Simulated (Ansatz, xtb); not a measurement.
# Ranking isomers of C5H5FSe

4 gas-phase structures of C5H5FSe, from a drawn sample of its isomers (lower ones may exist). Each was relaxed with GFN2-xTB:

A. `Cc1cc[se]c1F`, a singlet
B. `FCc1cc[se]c1`, a singlet
C. `C=C1C=C(F)[Se]C1`, a singlet
D. `Cc1c[se]cc1F`, a singlet

Question: Estimate their order in r2SCAN-D4/def2-SVP//GFN2-xTB energy at these geometries, lowest first.

Answer: Calculated order at r2SCAN-D4/def2-SVP//GFN2-xTB: D (0.0), A (18.0), B (21.3), C (73.2) kJ/mol. Less than 1 kcal/mol parts A and B, so the order within that pair means little.

Energies above the lowest of each column, in kJ/mol; the last columns are at r2SCAN-D4/def2-SVP geometries (a dash: not run or not comparable):

```
structure  GFN2-xTB  HF/STO-3G  r2SCAN-D4/def2-SVP//GFN2-xTB  r2SCAN-D4/def2-SVP  CCSD(T)/def2-SVP + ΔMP2/def2-TZVPP
        D       0.0        0.0                           0.0                 0.0                                 0.0
        A       8.1        0.0                          18.0                17.6                                18.6
        B      19.4       35.8                          21.3                17.9                                 4.4
        C      58.6       60.5                          73.2                72.9                                   –
```

Every level run on D puts it lowest or level with the lowest. CCSD(T)/def2-SVP + ΔMP2/def2-TZVPP orders those it was run on as D (0.0), B (4.4), A (18.6) kJ/mol. Flexible structures stand in one conformer each, not always the lowest. Frequencies (GFN2-xTB) were run for A, B, D alone. ΔMP2 is the change of the MP2 energy from the smaller to the larger basis.

Over these structures GFN2-xTB departs from r2SCAN-D4/def2-SVP//GFN2-xTB by 5.6 kJ/mol on average once a common shift is removed. A GFN2-xTB relaxation took about 0.088 s and the r2SCAN-D4/def2-SVP//GFN2-xTB energy about 2 s on a shared host (Ansatz 0.2.0, xtb 6.7.1).
